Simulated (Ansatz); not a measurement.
Frontier orbitals of `S[CH2][Al]1[CH]=[CH]1`.

The species carries charge 0 and has multiplicity 1. All single points use the PBE0-D4/def2-TZVP geometry. It is one conformer, not always the lowest. Basis def2-TZVPP, Ansatz 0.2.0.

Orbital energies of one run (eV). Highest occupied ones, from the top: -6.37, -7.27, -8.15, -8.54, -9.81, -11.61, -11.98, -13.29, -13.39, -14.80, -18.66, -21.49, -22.92, -74.47. Empty: -0.48, 0.41, 0.52, 0.77, 1.22, 1.59.

(1) Which functional gave them?
A. r2SCAN
B. ωB97X-V
C. B97M-V
D. r2SCAN0

Results:

(1) D. HOMO energies: r2SCAN0 -6.37, B97M-V -5.34, ωB97X-V -8.57, r2SCAN -5.28 eV.
